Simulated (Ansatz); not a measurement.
Setting up B3H3O3 (SMILES B1OBOBO1) in Ansatz

B3H3O3: 9 atoms, total charge 0, spin state singlet. As SMILES, `B1OBOBO1`. The coordinates come from a PBE0-D4/def2-TZVP relaxation. This is one conformer, not always the lowest.

```xyz
9

B     1.3016    0.1158   -0.4247
O     0.6128   -1.0535   -0.6248
B    -0.6869   -1.1727   -0.2023
O    -1.2974   -0.1154    0.4232
B    -0.6148    1.0569    0.6269
O     0.6846    1.1689    0.2016
H     2.4293    0.2162   -0.7926
H    -1.2819   -2.1887   -0.3775
H    -1.1473    1.9725    1.1701
```

Settings wanted:

```json
{"basis set": "6-31G", "task": "gradient", "method": "DFT", "functional": "B3LYP", "dispersion": "none", "reference": "RKS", "accuracy": "high", "d and f functions": "spherical"}
```

Question: Give an Ansatz 0.2.0 job that does this.

Answer: This one ran through:

job.yaml:
```yaml
crystal:
  periodic: [false, false, false]
  atoms:
    - {symbol: B, position_ang: [1.301600, 0.115800, -0.424700]}
    - {symbol: O, position_ang: [0.612800, -1.053500, -0.624800]}
    - {symbol: B, position_ang: [-0.686900, -1.172700, -0.202300]}
    - {symbol: O, position_ang: [-1.297400, -0.115400, 0.423200]}
    - {symbol: B, position_ang: [-0.614800, 1.056900, 0.626900]}
    - {symbol: O, position_ang: [0.684600, 1.168900, 0.201600]}
    - {symbol: H, position_ang: [2.429300, 0.216200, -0.792600]}
    - {symbol: H, position_ang: [-1.281900, -2.188700, -0.377500]}
    - {symbol: H, position_ang: [-1.147300, 1.972500, 1.170100]}
basis:
  gaussian:
    orbitals: 6-31G
hamiltonian:
  xc: {name: B3LYP}
accuracy: high
output: {forces: true, orbitals: {seedname: orbitals}}
```

```bash
$ ansatz run job.yaml --threads 1 --pin off --max-ram 2610MiB --events-out events.jsonl --progress --plain --runs-dir runs
```

Calculated total energy: -302.20157 Eh, largest force 2.434 eV/Å. The shape is far from stationary at this level.
